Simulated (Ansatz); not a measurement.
Basis sets compared for Ge(OMe)2 (C₂H₆GeO₂). The state is a singlet with charge 0. Geometry PBE0-D4/def2-SVP. Ansatz on 4 threads of Arm Neoverse V2 on a shared host; times are rough, and most runs start from earlier orbitals.

```xyz
11

C     1.494    0.799   -0.039
C    -1.574   -0.462    0.424
Ge    0.341   -1.426   -1.628
O     1.510   -0.260   -0.947
O    -1.166   -1.180   -0.701
H     1.631    0.447    1.000
H     0.558    1.384   -0.076
H     2.326    1.486   -0.267
H    -1.877    0.568    0.161
H    -0.793   -0.397    1.201
H    -2.451   -0.959    0.873
```

Another isomer (singlet) lies 0.41 eV lower at PBE0-D4/def2-TZVP; other spin states weren't run for this one.

Binding counts from free atoms (C triplet, Ge triplet, O triplet, H doublet) in the same basis, without a counterpoise term.

```tsv
level	functions	energy (Eh)	HOMO (eV)	LUMO (eV)	binding per atom (eV)	wall time
HF/STO-3G	44	-2277.7378	-7.23	5.64	3.21	0.2 s
PBE-D4/def2-SVP	118	-2306.2831	-6.15	-2.07	4.00	1.1 s
PBE0-D4/def2-SVP	118	-2306.3421	-7.63	-1.35	3.89	1.4 s
```

(1) Estimate the rows for HF/def2-TZVP, PBE-D4/def2-TZVP (with forces), PBE0-D4/def2-TZVP.

Answers

(1) 
```csv
level,functions,energy (Eh),HOMO (eV),LUMO (eV),binding per atom (eV),wall time
HF/def2-TZVP,208,-2304.4353,-10.28,1.56,2.72,1.6 s
PBE-D4/def2-TZVP (with forces),208,-2306.8173,-6.31,-2.22,3.97,2.3 s
PBE0-D4/def2-TZVP,208,-2306.8733,-7.74,-1.47,3.87,2.8 s
```
